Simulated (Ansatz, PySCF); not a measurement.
C2H11NSi3, SMILES CC[Si@@H]1[SiH2][SiH2]N1. Atoms are numbered in the order given.

```xyz
17

C      3.2243    -0.3588    -0.0396
C      2.0970     0.4366    -0.6910
Si     0.5637     0.5821     0.3955
N     -0.8091     1.3613    -0.3823
Si    -2.1489     0.2296    -0.4816
Si    -0.7727    -1.3483     0.5916
H      3.5486     0.0981     0.9092
H      2.9104    -1.3906     0.1875
H      4.1102    -0.4230    -0.6906
H      2.4358     1.4583    -0.9411
H      1.7881    -0.0233    -1.6453
H      0.9658     1.2453     1.6818
H     -0.8309     2.3239    -0.7063
H     -2.5821    -0.0722    -1.8852
H     -3.3739     0.6759     0.2589
H     -0.3572    -2.5342    -0.2190
H     -1.1919    -1.7861     1.9570
```
Charge 0, spin multiplicity 1.

The structure is a stationary point at PBE0-D3(BJ)/def2-SVP. The structure was generated by enumeration; whether it is a known compound was not checked. The values are those of a single conformer.

Two levels are set side by side: PBE-D3(BJ)/def2-SVP (Ansatz, a quantum-chemistry and plane-wave program) and PBE0-D3(BJ)/def2-SVP (Ansatz). Each level has its own optimised geometry; the coordinates shown are those of the second. Frequencies come from the Hessian of PySCF at each geometry. Differences are taken from unrounded values.

```tsv
quantity	PBE0-D3(BJ)
mean bond length (Å)	1.509
bond C1–C2 (Å)	1.526
bond C2–Si3 (Å)	1.885
bond Si3–N4 (Å)	1.760
bond Si3–Si6 (Å)	2.356
bond N4–Si5 (Å)	1.757
bond Si5–Si6 (Å)	2.353
bond C1–H7 (Å)	1.102
bond C1–H8 (Å)	1.102
bond C1–H9 (Å)	1.101
bond C2–H10 (Å)	1.105
bond C2–H11 (Å)	1.103
bond Si3–H12 (Å)	1.502
bond N4–H13 (Å)	1.016
bond Si5–H14 (Å)	1.500
bond Si5–H15 (Å)	1.499
bond Si6–H16 (Å)	1.495
highest harmonic wavenumber (cm⁻¹)	3625
mean harmonic wavenumber (cm⁻¹)	1224
zero-point energy (kcal/mol)	78.74
```

Q: What does PBE-D3(BJ) give, and how far is it from PBE0-D3(BJ)? (Estimate from the structure and the level; the computed values follow.)

A: 
```tsv
quantity	PBE-D3(BJ)	PBE-D3(BJ) minus PBE0-D3(BJ)
mean bond length (Å)	1.519	0.010
bond C1–C2 (Å)	1.534	0.009
bond C2–Si3 (Å)	1.898	0.013
bond Si3–N4 (Å)	1.774	0.014
bond Si3–Si6 (Å)	2.365	0.009
bond N4–Si5 (Å)	1.770	0.014
bond Si5–Si6 (Å)	2.362	0.009
bond C1–H7 (Å)	1.110	0.008
bond C1–H8 (Å)	1.110	0.008
bond C1–H9 (Å)	1.109	0.008
bond C2–H10 (Å)	1.113	0.008
bond C2–H11 (Å)	1.111	0.008
bond Si3–H12 (Å)	1.514	0.012
bond N4–H13 (Å)	1.025	0.009
bond Si5–H14 (Å)	1.511	0.012
bond Si5–H15 (Å)	1.511	0.012
bond Si6–H16 (Å)	1.506	0.010
highest harmonic wavenumber (cm⁻¹)	3502	-124
mean harmonic wavenumber (cm⁻¹)	1183	-41
zero-point energy (kcal/mol)	76.12	-2.62
```

Exact exchange shortens and stiffens bonds; PBE has none. Differences between two approximate levels are no errors against the true value.
